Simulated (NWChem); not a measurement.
Polarisability of H4Ge

SMILES: [GeH4]
```xyz
5

Ge     0.0000     0.0000     0.0000
H      0.0000    -1.2642     0.8939
H      0.0000     1.2642     0.8939
H     -1.2642     0.0000    -0.8939
H      1.2642     0.0000    -0.8939
```
Charge 0, spin multiplicity 1.

Everything below was run with NWChem. Structure: optimised with PBE/def2-SVP, a minimum by its harmonic frequencies.

Basis set: def2-SVPD. Static limit.

The Hamiltonian is non-relativistic. The correlated methods keep 9 core orbitals frozen. B3LYP has NWChem's definition, with VWN1-RPA local correlation. The structure started from a generated list of species. Coupled-cluster values serve here as a point of comparison, not as the truth.

### Question
For the isotropic polarisability, B3LYP gives 35.91 bohr³ and LDA (SVWN5) gives 37.90 bohr³. What do CCSD linear response, PBE, HF give?

### Answer
CCSD linear response: 34.92 bohr³; PBE: 36.71 bohr³; HF: 33.57 bohr³.
